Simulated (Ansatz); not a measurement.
The cluster Si₃Mo⁺. The state is a doublet with charge 1. Geometry r2SCAN-D4/def2-SVP; atoms count from 1.

```csv
atom,x (Å),y (Å),z (Å)
Mo1,1.5980,-1.1029,0.6549
Si2,-0.3836,0.0585,1.0679
Si3,0.4001,-0.0705,-1.0612
Si4,-1.6145,1.1148,-0.6617
```

In the def2 sets Mo takes a core potential; there is no spin–orbit coupling. The charge 1 doublet is spin-contaminated (final ⟨S²⟩ up to 1.76, 0.75 for a pure state). No other spin state of charge 1 was run. The geometry of the doublet was relaxed on an unsound state (⟨S²⟩ 1.72, where a pure state has 0.75). Another isomer (doublet) lies 1.00 eV lower at PBE0-D4/def2-TZVP; other spin states weren't run for this one.

Estimate the Mulliken populations from the PBE0/def2-TZVP orbitals of Ansatz.


| atom | charge (e) | spin (α − β) | d electrons |
| --- | --- | --- | --- |
| Mo1 | 0.65 | 1.05 | 4.84 |
| Si2 | 0.08 | -0.20 | – |
| Si3 | 0.08 | -0.20 | – |
| Si4 | 0.20 | 0.36 | – |
Mulliken values and Mayer orders depend strongly on the basis.

Where does the spin sit?

Summed by element: Mo 1.05, Si -0.05, of 1 unpaired in all. Largest on single atoms: Mo1 1.05, Si4 0.36, Si3 -0.20.

And the Mayer bond orders between bonded heavy atoms (over 0.3)?

Mo1–Si2 1.52 (2.33 Å); Mo1–Si3 1.52 (2.33 Å); Si2–Si3 0.85 (2.27 Å); Si2–Si4 1.01 (2.37 Å); Si3–Si4 1.01 (2.37 Å). Values over 0.3 also appear between atoms too far apart for a bond (Mo1–Si4 0.41 at 4.12 Å); they arise where an orbital or an unpaired electron spreads over both atoms.
